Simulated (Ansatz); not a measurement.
Ansatz (a program for electronic structure) input (CCSD(T)/aug-cc-pVDZ):

Ansatz 0.2 input:
```yaml
crystal:
  periodic: [false, false, false]
  atoms:
    - {symbol: C, position_ang: [-2.03021267, 0.91163379, 0.84250509]}
    - {symbol: C, position_ang: [-0.93833435, -0.07263228, 0.61356073]}
    - {symbol: C, position_ang: [-1.46767137, -1.34126963, -0.06863272]}
    - {symbol: C, position_ang: [0.22886989, 0.57227764, -0.15068870]}
    - {symbol: C, position_ang: [1.46279245, -0.30306346, -0.25497844]}
    - {symbol: O, position_ang: [2.49759506, 0.47350476, -0.85603961]}
    - {symbol: H, position_ang: [-1.81203651, 1.96525313, 0.95488714]}
    - {symbol: H, position_ang: [-3.04379430, 0.58003405, 1.02474809]}
    - {symbol: H, position_ang: [-0.54435831, -0.37806739, 1.59989741]}
    - {symbol: H, position_ang: [-2.32108705, -1.74583160, 0.47851463]}
    - {symbol: H, position_ang: [-1.79582995, -1.11950700, -1.08679872]}
    - {symbol: H, position_ang: [-0.70752121, -2.12159611, -0.11868966]}
    - {symbol: H, position_ang: [-0.10018932, 0.84836859, -1.15639563]}
    - {symbol: H, position_ang: [0.51882531, 1.49858803, 0.35215814]}
    - {symbol: H, position_ang: [1.76393947, -0.63962325, 0.74650655]}
    - {symbol: H, position_ang: [1.25609013, -1.19366468, -0.85867112]}
    - {symbol: H, position_ang: [3.27253773, -0.08366816, -0.97843578]}
basis:
  gaussian:
    orbitals: aug-cc-pVDZ
magnetization: {spin_polarized: true, initial_magnetization: 1}
correlation: {method: ccsd_t, electrons: outside_noble_gas}
output: {forces: true}
```

End of the output:

```
mean field evaluation 1: about -7356.9743 eV, gradient 3.3e1 eV
mean field evaluation 2: about -7356.9747 eV, gradient 3.3e1 eV
mean field evaluation 4: about -7363.0024 eV, gradient 3.8e0 eV
mean field evaluation 8: about -7363.1172 eV, gradient 2.1e-1 eV
mean field evaluation 16: about -7363.1048 eV, gradient 1.1e0 eV
mean field -7363.11801677 eV, -270.5895962155 hartree, gradient 1.2e-6 eV, S^2 0.762915; 0 other end points of the search recorded, 0 dependent functions left out
6 core orbitals not correlated
reference -7363.11801677 eV, -270.5895962155 hartree; 19, 18 occupied and 212, 213 virtual orbitals, 2332 factors
densities: 26.07 GiB planned
second order -25.07146525 eV of doubles, -0.00000000 eV of singles
coupled cluster: 18.01 GiB planned
cycle   1  -26.26051031 eV  change    -1.2e0 eV  update   1.1e-1
cycle   2  -26.91235412 eV  change   -6.5e-1 eV  update   3.1e-2
cycle   3  -27.05885077 eV  change   -1.5e-1 eV  update   1.5e-2
cycle   4  -27.06035061 eV  change   -1.5e-3 eV  update   4.7e-3
cycle   5  -27.05927884 eV  change    1.1e-3 eV  update   2.1e-3
cycle   6  -27.05964427 eV  change   -3.7e-4 eV  update   8.5e-4
cycle   7  -27.05953208 eV  change    1.1e-4 eV  update   3.4e-4
cycle   8  -27.05951241 eV  change    2.0e-5 eV  update   1.2e-4
cycle   9  -27.05953405 eV  change   -2.2e-5 eV  update   5.6e-5
cycle  10  -27.05951547 eV  change    1.9e-5 eV  update   2.2e-5
cycle  11  -27.05951057 eV  change    4.9e-6 eV  update   9.8e-6
cycle  12  -27.05951732 eV  change   -6.8e-6 eV  update   4.4e-6
perturbative correction -0.88005744 eV, -0.0323415142 hartree
the calculation of the forces begins
1.15 GiB of device memory are held for the factors and their scratch space
Total energy: -7391.05759152 eV, -271.6163566498 hartree
Atom 0 at    -2.030213     0.911634     0.842505 Å, force    -0.100543     0.093740    -0.104809 eV/Å
Atom 1 at    -0.938334    -0.072632     0.613561 Å, force     0.262980    -0.221718    -0.049726 eV/Å
Atom 2 at    -1.467671    -1.341270    -0.068633 Å, force     0.059365     0.127504     0.024579 eV/Å
Atom 3 at     0.228870     0.572278    -0.150689 Å, force    -0.076957    -0.047507     0.008050 eV/Å
Atom 4 at     1.462792    -0.303063    -0.254978 Å, force    -0.071780    -0.152359     0.073984 eV/Å
Atom 5 at     2.497595     0.473505    -0.856040 Å, force     0.180307     0.444874    -0.196393 eV/Å
Atom 6 at    -1.812037     1.965253     0.954887 Å, force     0.100669     0.519915     0.068636 eV/Å
Atom 7 at    -3.043794     0.580034     1.024748 Å, force    -0.500981    -0.156613     0.099636 eV/Å
Atom 8 at    -0.544358    -0.378067     1.599897 Å, force     0.154005    -0.117524     0.384840 eV/Å
Atom 9 at    -2.321087    -1.745832     0.478515 Å, force    -0.380724    -0.178725     0.256135 eV/Å
Atom 10 at    -1.795830    -1.119507    -1.086799 Å, force    -0.145878     0.119583    -0.463477 eV/Å
Atom 11 at    -0.707521    -2.121596    -0.118690 Å, force     0.354517    -0.357100    -0.009683 eV/Å
Atom 12 at    -0.100189     0.848369    -1.156396 Å, force    -0.156766     0.118701    -0.458807 eV/Å
Atom 13 at     0.518825     1.498588     0.352158 Å, force     0.136457     0.410793     0.238365 eV/Å
Atom 14 at     1.763939    -0.639623     0.746507 Å, force     0.124026    -0.116966     0.399815 eV/Å
Atom 15 at     1.256090    -1.193665    -0.858671 Å, force    -0.081590    -0.353789    -0.260704 eV/Å
Atom 16 at     3.272538    -0.083668    -0.978436 Å, force     0.142893    -0.132809    -0.010440 eV/Å
Dipole moment:     0.044000    -0.341094     0.105880 e Å
```

It need not be the lowest isomer of its formula.
